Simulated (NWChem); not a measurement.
Everything below was run with NWChem. System: isopropylamine (C3H9N), charge 0, spin multiplicity 1, at a geometry optimised with PBE/def2-SVP. Level: RHF/def2-TZVP.

The NWChem input:

```
start mol
memory heap 200 mb stack 900 mb global 1100 mb
geometry units angstroms nocenter noautoz
  C     -0.289218    -0.644244     1.266288
  C      0.354248    -0.072426     0.000000
  C     -0.289218    -0.644244    -1.266288
  N      0.188763     1.386238     0.000000
  H     -0.196256    -1.748439     1.302309
  H     -1.365087    -0.375493     1.303782
  H      0.192519    -0.237906     2.180660
  H      1.431629    -0.391392     0.000000
  H      0.192519    -0.237906    -2.180660
  H     -1.365087    -0.375493    -1.303782
  H     -0.196256    -1.748439    -1.302309
  H      0.664905     1.788443    -0.818718
  H      0.664905     1.788443     0.818718
  symmetry group Cs
end
basis spherical
  * library def2-tzvp
end
scf
  rhf
  nopen 0
  maxiter 100
  thresh 1e-7
  semidirect memsize 60000000 filesize 0
end
task scf energy
```

NWChem printed:

```
             Northwest Computational Chemistry Package (NWChem) 7.3.0
             --------------------------------------------------------

                                NWChem Input Module
                                -------------------

 Scaling coordinates for geometry "geometry" by  1.889725989
 (inverse scale =  0.529177249)

 Turning off AUTOSYM since
 SYMMETRY directive was detected!

                             Geometry "geometry" -> ""
                             -------------------------

 Output coordinates in angstroms (scale by  1.889725989 to convert to a.u.)

  No.       Tag          Charge          X              Y              Z
 ---- ---------------- ---------- -------------- -------------- --------------
    1 C                    6.0000    -0.28921800    -0.64424400     1.26628800
    2 C                    6.0000     0.35424800    -0.07242600     0.00000000
    3 C                    6.0000    -0.28921800    -0.64424400    -1.26628800
    4 N                    7.0000     0.18876300     1.38623800     0.00000000
    5 H                    1.0000    -0.19625600    -1.74843900     1.30230900
    6 H                    1.0000    -1.36508700    -0.37549300     1.30378200
    7 H                    1.0000     0.19251900    -0.23790600     2.18066000
    8 H                    1.0000     1.43162900    -0.39139200     0.00000000
    9 H                    1.0000     0.19251900    -0.23790600    -2.18066000
   10 H                    1.0000    -1.36508700    -0.37549300    -1.30378200
   11 H                    1.0000    -0.19625600    -1.74843900    -1.30230900
   12 H                    1.0000     0.66490500     1.78844300    -0.81871800
   13 H                    1.0000     0.66490500     1.78844300     0.81871800

 Effective nuclear repulsion energy (a.u.)     134.7309259770

            Nuclear Dipole moment (a.u.)
            ----------------------------
        X                 Y               Z
 ---------------- ---------------- ----------------
     0.0000075589    -0.0000000000     0.0000000000

      Symmetry information
      --------------------
[...]
   Bfn.  Coefficient  Atom+Function         Bfn.  Coefficient  Atom+Function
  ----- ------------  ---------------      ----- ------------  ---------------
     5      3.584107   1 C  s                67      3.584107   3 C  s
    36     -2.333605   2 C  s                98     -1.523892   4 N  s
   127     -1.442065   5 H  s               163     -1.442065  11 H  s
   133     -1.340272   6 H  s               157     -1.340272  10 H  s
   169      1.003811  12 H  s               175      1.003811  13 H  s

 Vector   20  Occ=0.000000D+00  E= 1.795469D-01  Symmetry=a"
              MO Center=  2.5D-01,  1.8D-01, -2.0D-15, r^2= 1.0D+01
   Bfn.  Coefficient  Atom+Function         Bfn.  Coefficient  Atom+Function
  ----- ------------  ---------------      ----- ------------  ---------------
     5      4.456923   1 C  s                67     -4.456923   3 C  s
   139     -1.759220   7 H  s               151      1.759220   9 H  s
   133     -1.362342   6 H  s               157      1.362342  10 H  s
    45     -1.112408   2 C  pz              127     -1.020053   5 H  s
   163      1.020053  11 H  s               169      0.779802  12 H  s

------------------------------------------------------------
EAF file 0: "./mol.aoints.0" size=524288 bytes
------------------------------------------------------------
               write      read    awrite     aread      wait
               -----      ----    ------     -----      ----
     calls:        1        19         0         0         0
   data(b): 5.24e+05  9.96e+06  0.00e+00  0.00e+00
   time(s): 0.00e+00  0.00e+00  0.00e+00  0.00e+00  0.00e+00
rate(mb/s): 0.00e+00  0.00e+00
------------------------------------------------------------

 center of mass
 --------------
 x =  -0.00073631 y =   0.04895663 z =   0.00000000

 moments of inertia (a.u.)
 ------------------
         379.675050903580         -40.329655692722          -0.000000000000
         -40.329655692722         239.768707329771           0.000000000000
          -0.000000000000           0.000000000000         217.594966070249

  Mulliken analysis of the total density
  --------------------------------------

    Atom       Charge   Shell Charges
 -----------   ------   -------------------------------------------------------
    1 C    6     6.33   0.85  1.12  0.47  0.67  0.10  1.24  1.39  0.40  0.02  0.05  0.00
    2 C    6     5.84   0.85  1.12  0.46  0.65 -0.03  1.20  1.26  0.13  0.03  0.14  0.01
    3 C    6     6.33   0.85  1.12  0.47  0.67  0.10  1.24  1.39  0.40  0.02  0.05  0.00
    4 N    7     7.58   0.82  1.16  0.52  0.85  0.21  1.47  1.74  0.76  0.01  0.04  0.00
    5 H    1     0.90   0.26  0.50  0.12  0.02
    6 H    1     0.89   0.26  0.49  0.12  0.02
    7 H    1     0.91   0.26  0.50  0.12  0.02
    8 H    1     0.95   0.27  0.52  0.15  0.02
    9 H    1     0.91   0.26  0.50  0.12  0.02
   10 H    1     0.89   0.26  0.49  0.12  0.02
   11 H    1     0.90   0.26  0.50  0.12  0.02
   12 H    1     0.78   0.26  0.42  0.07  0.03
   13 H    1     0.78   0.26  0.42  0.07  0.03

       Multipole analysis of the density wrt the origin
       ------------------------------------------------

     L   x y z        total         open         nuclear
     -   - - -        -----         ----         -------
     0   0 0 0     -0.000000      0.000000     34.000000

     1   1 0 0      0.542888      0.000000      0.000008
     1   0 1 0     -0.085390      0.000000     -0.000000
     1   0 0 1      0.000000      0.000000      0.000000

     2   2 0 0    -20.742384      0.000000     31.489569
     2   1 1 0      2.046108      0.000000     26.252604
     2   1 0 1      0.000000      0.000000     -0.000000
     2   0 2 0    -20.615918      0.000000    112.571298
     2   0 1 1     -0.000000      0.000000      0.000000
     2   0 0 2    -20.016083      0.000000    131.717602

 Task  times  cpu:       48.5s     wall:       48.5s

 Total times  cpu:       48.5s     wall:       48.5s
```
